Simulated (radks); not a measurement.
Values are calculated unless marked as measured or tabulated.
All-electron atom: the cerium ion Ce3+ in [Xe] 7d1 (not the ground configuration). Code: a radial shooting solver on a logarithmic mesh with Libxc functionals. Model: Dirac Kohn-Sham, BLYP, spin-unpolarised, spherical densities, finite nucleus; open shells fill j = l - 1/2 first; Fermi nuclear charge, rms radius 4.8771 fm.

Normalised radial functions P(r) = r R(r) (large component), r in bohr:

r	5p1/2	7d3/2
0.0008664	0.0018	0.0000
0.001203	0.0026	0.0000
0.001656	0.0039	0.0000
0.002299	0.0060	0.0000
0.003192	0.0093	0.0000
0.004395	0.0147	0.0001
0.006102	0.0235	0.0001
0.00847	0.0376	0.0003
0.01166	0.0591	0.0006
0.01619	0.0914	0.0015
0.02248	0.1352	0.0033
0.03096	0.1840	0.0072
0.04297	0.2232	0.0150
0.05965	0.2165	0.0289
0.08215	0.1236	0.0493
0.114	-0.0718	0.0731
0.1583	-0.2816	0.0850
0.218	-0.3107	0.0621
0.3026	-0.0215	-0.0094
0.4201	0.3968	-0.0982
0.5786	0.4539	-0.1254
0.8032	-0.0683	-0.0335
1.115	-0.7287	0.1300
1.535	-0.9244	0.2141
2.131	-0.6107	0.0867
2.959	-0.2199	-0.1950
4.075	-0.0402	-0.2850
5.656	-0.0027	0.0504
7.852	-0.0001	0.4541
10.81	0.0000	0.2920
15.01	0.0000	0.0517
20.84	0.0000	0.0022

5p1/2: eigenvalue -57.967 eV, 3 radial nodes at r = 0.103, 0.308, 0.778 bohr, <r> = 1.60 bohr, 90 % of the charge inside 2.31 bohr. 7d3/2: eigenvalue -8.455 eV, 4 radial nodes at r = 0.292, 0.862, 2.37, 5.46 bohr, <r> = 7.99 bohr, 90 % of the charge inside 11.0 bohr.
